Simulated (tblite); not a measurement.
Compound: C3H4FN2S (doublet state).
Bonds: F1–C2, C2–C3, C3–N4 (double), N4–S5, S5–N6, N6–C7, C3–C7. Hydrogens: H8, H9 on C2; H10 on N6; H11 on C7.

Computed geometry: GFN2-xTB, gas phase. This method treats the open shell by occupation alone, without spin polarisation.

Q: What internal coordinates does the optimisation give?

A: 
```json
{"bond": "F1–C2", "length (Å)": "1.371", "order": "single"}
{"bond": "C2–C3", "length (Å)": "1.495", "order": "single"}
{"bond": "C3=N4", "length (Å)": "1.342", "order": "double"}
{"bond": "N4–S5", "length (Å)": "1.627", "order": "single"}
{"bond": "S5–N6", "length (Å)": "1.725", "order": "single"}
{"bond": "N6–C7", "length (Å)": "1.385", "order": "single"}
{"bond": "C3–C7", "length (Å)": "1.367", "order": "single"}
{"bond": "C2–H8, C2–H9", "length (Å)": "1.096", "order": "single"}
{"bond": "N6–H10", "length (Å)": "1.008", "order": "single"}
{"bond": "C7–H11", "length (Å)": "1.071", "order": "single"}
```

Bonds in one row agree within 0.01 Å and their mean is given. Orders are formal, as drawn. A selection of angles:
```json
{"angle": "F1–C2–C3", "degrees": "110.9"}
{"angle": "F1–C2–H8", "degrees": "107.6"}
{"angle": "C3–C2–H8", "degrees": "110.7"}
{"angle": "H8–C2–H9", "degrees": "109.5"}
{"angle": "C2–C3–N4", "degrees": "118.3"}
{"angle": "C2–C3–C7", "degrees": "125.9"}
{"angle": "N4–C3–C7", "degrees": "115.8"}
{"angle": "C3–N4–S5", "degrees": "110.4"}
{"angle": "N4–S5–N6", "degrees": "94.2"}
{"angle": "S5–N6–C7", "degrees": "108.0"}
{"angle": "S5–N6–H10", "degrees": "120.5"}
{"angle": "C7–N6–H10", "degrees": "121.6"}
{"angle": "N6–C7–H11", "degrees": "120.6"}
{"angle": "C3–C7–N6", "degrees": "111.2"}
{"angle": "C3–C7–H11", "degrees": "128.1"}
```

Torsions: F1–C2–C3–N4 173° (antiperiplanar); C2–C3–N4–S5 179° (antiperiplanar); C3–N4–S5–N6 -1° (synperiplanar); N4–S5–N6–C7 4° (synperiplanar); S5–N6–C7–C3 -5° (synperiplanar); C2–C3–C7–N6 -176° (antiperiplanar). The mirror-image conformer, all signs reversed, is as good.

The N–S distances run from 1.627 Å (N4–S5, drawn single) to 1.725 Å (S5–N6, drawn single), a spread of 0.098 Å. The 5-membered ring C3–N4–S5–N6–C7 has internal angles of 94.2° to 115.8°; it is almost planar, 0.02 Å rms from its mean plane, widest ring torsion 5°. C3 (carbon bonded to 2 C and N) is planar (angles 125.9°, 118.3° and 115.8°, sum 360.0°, 0.01 Å off the plane of its three neighbours). C7 (carbon bonded to C, N and H) is planar (angles 128.1°, 120.6° and 111.2°, sum 360.0°, 0.01 Å off the plane of its three neighbours). N6 (nitrogen bonded to C, S and H) has angles 121.6°, 120.5° and 108.0°, sum 350.1°, 0.24 Å off the plane of its three neighbours. Of the pairs four or more bonds apart, F1···H11 is among the closest relative to their van der Waals radii: 2.64 Å, 99 % of the sum of Bondi's values. The C–N distances run from 1.342 Å (C3=N4, drawn double in one of several resonance forms) to 1.385 Å (N6–C7, drawn single), a spread of 0.043 Å.

Its GFN2-xTB frequencies are all real (lowest 37 cm⁻¹).
